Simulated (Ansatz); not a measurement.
`CO[SiH2][SiH3]` + F• → `CO[SiH][SiH3]`• + H–F  (hydrogen abstraction from the Si–H bond)

Isolated molecules relaxed with PBE0-D4/def2-TZVP in Ansatz; ΔE leaves out vibrations. CCSD(T)/CBS is the MP2 limit (def2-TZVPP, def2-QZVPP) plus CCSD(T) − MP2 in def2-TZVPP, frozen cores. This one scheme is used for every species, atoms too. DFT in def2-TZVPP. B3LYP here is the variant with VWN-RPA as its local correlation; programs differ in this. No spin–orbit coupling; open shells (•) take unrestricted orbitals. Spin–orbit coupling would lower the free atoms: a little for F. Each species was taken in one conformer, which may not be the lowest.

| level | ΔE (kcal/mol) |
| --- | --- |
| revPBE-D4 | -51.1 |
| r2SCANh-D4 | -46.6 |
| B2PLYP | -46.3 |
| B3LYP | -46.8 |
| r2SCAN0 | -43.9 |
| LC-ωPBE | -48.0 |
| HF/def2-SVP | -18.1 |
| SCS-MP2/def2-TZVPP | -45.6 |

What does CCSD(T)/CBS give? (Estimate.)

Ansatz gave: -47.7 kcal/mol. The listed levels differ from it by -3.4, 1.1, 1.4, 0.9, 3.8, -0.3, 29.6, 2.1 kcal/mol.

Largest T1 diagnostic among the species: 0.015.

From BLYP to BHLYP (50 % exact exchange), in def2-TZVPP and without D4, ΔE moves by +13.0 kcal/mol. At CCSD(T), def2-SVP lies +9.6 kcal/mol from the extrapolated value and def2-TZVPP +3.0 kcal/mol. Leaving LDA and LC-ωPBE aside and taking each functional with its dispersion term where it has one, the values, not all of them listed here, spread over 15.9 kcal/mol, from PBE-D4 to BHLYP-D4. LDA lies −11.1 kcal/mol from PBE without D4.

CCSD(T)/CBS has its own doubt, a few kJ/mol and more with outer-core shells, so smaller differences from it don't rank the levels.
